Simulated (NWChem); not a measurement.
VOCl$_{2}$, doublet; SMILES [V]([Cl])(=[O])[Cl]

```xyz
4

V      0.3209     0.0081     0.0000
O      1.8581    -0.0091     0.0000
Cl    -0.6614    -0.0032    -1.9276
Cl    -0.6614    -0.0032     1.9276
```
Atoms are numbered in this order, from 1.

Level: PBE0/def2-SVP, spin-unrestricted (NWChem), optimised geometry, unscaled harmonic frequencies. In the optimisation the excess spin sits in a' (Cs, its own frame). The spin multiplicity was typed, not searched, and may not be the lowest.

```tsv
frequency (cm⁻¹)	IR intensity (km/mol)
38	38.9
116	2.4
230	0.0
394	21.1
524	141.4
1174	198.2
```

```
Quantity                                                                                              Value
-----------------------------------------------------------------------------------------  ----------------
zero-point energy                                                                              3.5 kcal/mol
thermal correction to the enthalpy at 298.15 K (with zero-point energy)                        7.5 kcal/mol
heat capacity Cv                                                                           14.6 cal/(mol K)
entropy at 298.15 K and 1 atm (symmetry number 2, electronic part: spin degeneracy alone)  80.1 cal/(mol K)
dipole moment                                                                                        0.15 D
```

Rigid rotor and harmonic oscillator; modes under 100 cm⁻¹ make the entropy uncertain.
